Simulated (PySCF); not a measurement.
**Two-component Hartree-Fock for Yb⁵⁶⁺ (ytterbium, charge +56)**

Start: [Ne] 3s2 3p2; 3p1/2 filled at m_j = -1/2, +1/2. Calculated with PySCF 2.14 in an even-tempered Gaussian basis (18 s from 16 bohr⁻², ratio 2.4; 14 p from 21 bohr⁻², ratio 2.4; 4 d from 72 bohr⁻², ratio 2.6; 4 f from 110 bohr⁻², ratio 2.6): generalised Hartree-Fock with the X2C-1e Hamiltonian and a Gaussian nucleus; one run each with spin-orbit coupling (SO) switched off, then screened by Boettger's factors.

```csv
spinor shell,electrons,"ε, spin-free (eV)","ε, screened SO (eV)",weight of nominal j (screened SO),"rms radius, screened SO (bohr)"
1s1/2,2,-65999.7,-65972.1,1.000,0.0223
2s1/2,2,-14710.9,-14698.6,1.000,0.0887
2p1/2,2,-13479.3,-14244.3,1.000,0.0754
3s1/2,2,-5894.9,-5889.8,1.000,0.213
3p1/2,2,-5553.5,-5736.5,1.000,0.202
```

(1) Where does 2p3/2 lie, and what is the 2p spin-orbit splitting (screened SO)?

| quantity | spin-free | screened SO |
| --- | --- | --- |
| E (hartree) | -10644.10999 | -10668.67613 |
| M_J | 0 | 0 |
| ⟨J²⟩ | 2.000 | 0.000 |
| ⟨L²⟩ | 2.000 | 1.348 |
| ⟨S²⟩ | 2.000 | 1.348 |

Breit and QED terms are absent; they matter most for the inner s and p1/2 levels.

Densities and radii are taken from the X2C orbitals without a picture-change correction, which distorts them close to the nucleus.

Without spin-orbit coupling the j labels of p, d and f shells carry no meaning; the spin-free column gives the mean over the occupied spinors of each nl shell.

Results:

(1) At -13150.0 eV, 1094.3 eV above 2p1/2.
